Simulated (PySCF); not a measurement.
C3H7ClOSi.
Bonds: C1–C2 (double), C2–C3, C3–O4, O4–Si5, Si5–Cl6. Hydrogens: H7, H8 on C1; H9 on C2; H10, H11 on C3; H12, H13 on Si5.

Computed with PySCF, PBE0-D3(BJ)/def2-SVP geometry optimisation, gas phase.

(1) List the bond lengths, angles and torsions at this level.

## Answers

(1) 
```csv
bond,length (Å),order
C1=C2,1.332,double
C2–C3,1.496,single
C3–O4,1.415,single
O4–Si5,1.648,single
Si5–Cl6,2.074,single
C1–H7,1.095,single
C1–H8,1.093,single
C2–H9,1.096,single
"C3–H10, C3–H11",1.105,single
Si5–H12,1.480,single
Si5–H13,1.490,single
```

Bonds in one row agree within 0.01 Å and their mean is given. Orders are formal, as drawn. A selection of angles:
```csv
angle,degrees
C2–C1–H7,121.4
C2–C1–H8,121.6
H7–C1–H8,117.0
C1–C2–C3,124.0
C1–C2–H9,120.3
C3–C2–H9,115.7
C2–C3–O4,111.7
C2–C3–H10,109.6
O4–C3–H10,110.3
O4–C3–H11,107.9
H10–C3–H11,107.0
C3–O4–Si5,125.4
O4–Si5–Cl6,111.4
O4–Si5–H12,106.8
O4–Si5–H13,110.5
Cl6–Si5–H12,108.6
Cl6–Si5–H13,106.2
H12–Si5–H13,113.4
```

Dihedral angles: C1–C2–C3–O4 -124° (anticlinal); C2–C3–O4–Si5 -97° (anticlinal); C3–O4–Si5–Cl6 69° (synclinal). The mirror-image conformer, all signs reversed, is as good.

The C–C distances run from 1.332 Å (C1=C2, drawn double) to 1.496 Å (C2–C3, drawn single), a spread of 0.164 Å. Si5 (chlorine-bound silicon) is distorted tetrahedral (angles from 106.2° to 113.4°). Of the pairs four or more bonds apart, H7···H11 is among the closest relative to their van der Waals radii: 2.42 Å, 101 % of the sum of Bondi's values.

Point group: C1 (no symmetry element, even within 0.4 Å). PBE0-D3(BJ)/def2-SVP frequencies: not computed here. The numbers are those of one conformer.

Hardware: an Arm Neoverse N1 with one thread, on a shared host. Cost: 6.0 min, 0.53 GiB resident at most. That covers the optimisation of the geometry.
